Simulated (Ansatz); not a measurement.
Relaxation of ClF₄HTa (7 atoms, charge 0, multiplicity 2), to a largest force component of 0.03 eV/Å in at most 50 steps.

These are results of UKS PBE0-D4/def2-SVP (Ansatz), not measurements.

```xyz
7
Properties=species:S:1:pos:R:3
Ta -0.057 0.000 0.000
Cl 2.356 0.000 0.000
F -0.030 0.000 1.876
F -0.030 0.000 -1.876
F -0.994 1.593 0.000
F -0.994 -1.593 0.000
H 4.931 0.000 0.000
```

**Question.** Where does it end, and by what steps?

**Answer.** It converged. The force dipped under the threshold on the way, but the program's further checks kept it going. After 9 steps the energy has fallen by 0.179 eV; H7 moved furthest, 0.67 Å.

```csv
step,energy less start (eV),largest force component (eV/Å),accepted
0,0.0000,1.816,yes
1,-0.0723,1.312,yes
2,-0.1344,0.114,yes
3,-0.1515,0.172,yes
4,-0.1705,0.073,yes
5,-0.1768,0.027,yes
6,-0.1787,0.025,yes
7,-0.1789,0.055,yes
8,-0.1790,0.045,yes
9,-0.1791,0.012,yes
```

```xyz
7
Properties=species:S:1:pos:R:3
Ta -0.108 0.000 0.000
Cl 2.165 0.000 0.000
F -0.332 0.000 1.865
F -0.332 0.000 -1.865
F -0.905 1.677 0.000
F -0.905 -1.677 0.000
H 5.597 0.000 0.000
```

Whether the end is a true minimum wasn't checked by a vibrational analysis.

The run took 38 s on 4 threads of Intel(R) Xeon(R) Platinum 8375C CPU @ 2.90GHz (Ice Lake) (shared host), peak memory 0.42 GiB.
